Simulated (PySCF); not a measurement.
Species: C3H11NSi3.
Cartesian coordinates in Å at the GFN2-xTB level; atoms count from 1:
```xyz
18
C3H11NSi3 angstrom
C     -2.3006   -0.0709    0.3445
C     -1.0327   -0.8263   -0.0519
C     -0.9151   -0.8952   -1.4723
N     -0.7814   -0.9108   -2.6105
Si     0.5828    0.0104    0.6499
Si     2.3700   -1.3431    0.0300
Si     0.5646    2.2508    0.0182
H     -3.1905   -0.5854   -0.0176
H     -2.2947    0.9347   -0.0730
H     -2.3645    0.0058    1.4280
H     -1.0906   -1.8521    0.3279
H      0.3210   -0.1053    2.1059
H      2.4636   -1.4923   -1.4209
H      3.6226   -0.7482    0.5023
H      2.3043   -2.6923    0.6016
H     -0.3154    3.0873    0.8424
H      0.1359    2.4300   -1.3695
H      1.9122    2.8095    0.1535
```

Computed at PBE0/pcSseg-1 (PySCF, non-relativistic), with Q(14N) = 0.02044 b: N4, 14N (I = 1): χzz = -4.506 MHz, η = 0.115.

Task: Find the zero-field quadrupole resonance frequencies of 14N at N4.

Result: From ν± = (3/4)|χ|(1 ± η/3) and ν0 = |χ|η/2: ν+ 3.509 MHz, ν− 3.250 MHz, ν0 0.259 MHz (nitrile nitrogen).

In a crystal, neighbours and librations shift these lines. One conformer (not necessarily the lowest) at the GFN2-xTB geometry, without solvent, vibrations or thermal averaging. GFN2-xTB bond lengths can be off by several hundredths of an ångström, more for odd bonds, and the gradients follow them. With so small a basis the couplings can be 20 % off.
